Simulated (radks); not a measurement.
Values are calculated unless marked as measured or tabulated.
Spin polarisation of the 4p3 shell in As. Start: [Ar] 3d10 4s2 4p(up 1.5, down 1.5); electrons of 4p are moved from spin down to spin up, other shells keep equal spins. Level of theory: scalar-relativistic Kohn-Sham, PBE, spin-polarised, spherical densities, point nucleus (a radial shooting solver on a logarithmic mesh with Libxc functionals).

moment (Bohr magnetons)  E - E(0) (eV)  e(4p up) (eV)  e(4p down) (eV)  4s down minus up (eV)  3d down minus up (eV)
0                                0.000         -5.195           -5.195                  0.000                  0.000
0.75                            -0.105         -5.449           -4.890                  0.563                  0.065
1.5                             -0.420         -5.655           -4.530                  1.132                  0.130
2.25                            -0.950         -5.813           -4.110                  1.711                  0.196
3                               -1.699         -5.920           -3.610                  2.298                  0.263

At moment 3 the spin-polarisation energy is -1.699 eV and the 4p exchange splitting 2.310 eV, that is 0.770 eV per Bohr magneton; E = -I m^2/4 would give I = 0.755 eV.
